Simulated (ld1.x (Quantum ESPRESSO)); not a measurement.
Ranking ultrasoft potentials for S

All share these settings but for the change named:

```json
{"Element": "sulfur (S)", "Generator": "ld1.x (Quantum ESPRESSO) 7.5", "Type": "ultrasoft", "Functional": "LDA (PZ)", "Relativity": "scalar-relativistic", "Frozen core": "[Ne]", "Valence charge": "6", "Reference configuration": "3s2 3p4", "Partial waves": "3s (bound): rcut 1.30, rcutus 1.55 bohr; 3s channel at -0.7 Ry: rcut 1.30, rcutus 1.55 bohr; 3p (bound): rcut 1.65, rcutus 1.85 bohr; 3p channel at 0.55 Ry: rcut 1.65, rcutus 1.85 bohr; 3d channel at 0.15 Ry: rcut 1.15, rcutus 1.35 bohr; 3d channel at 1.45 Ry: rcut 1.15, rcutus 1.35 bohr", "Local potential": "all-electron potential smoothed inside 1.25 bohr (lloc = -2)", "Core correction": "a·sin(br)/r model core inside 1.10 bohr", "Augmentation charge": "built from norm-conserving waves at rcut, not smoothed further"}
```

Test errors are all-electron minus pseudo excitation energies from the reference, over 3s2 3p3; 3s2 3p2; 3s2 3p1; 3s1 3p5; 3s2 3p3.5; 3s2 3p0; 3s0 3p6. None of these files shows a bound ghost.

The base gives 188.4 meV.

Of 9 variants that were run, those that failed, showed a ghost or another fault, or gave nearly equal values are left out.

Q: Rank these variants by their largest absolute test error, smallest first.
A. core correction a·sin(br)/r model core inside 1.20 bohr
B. core correction none
C. core correction a·sin(br)/r model core inside 0.98 bohr
D. core correction a·sin(br)/r model core inside 1.46 bohr

A: C (166.6 meV), A (214.2 meV), D (281.2 meV), B (325.0 meV).
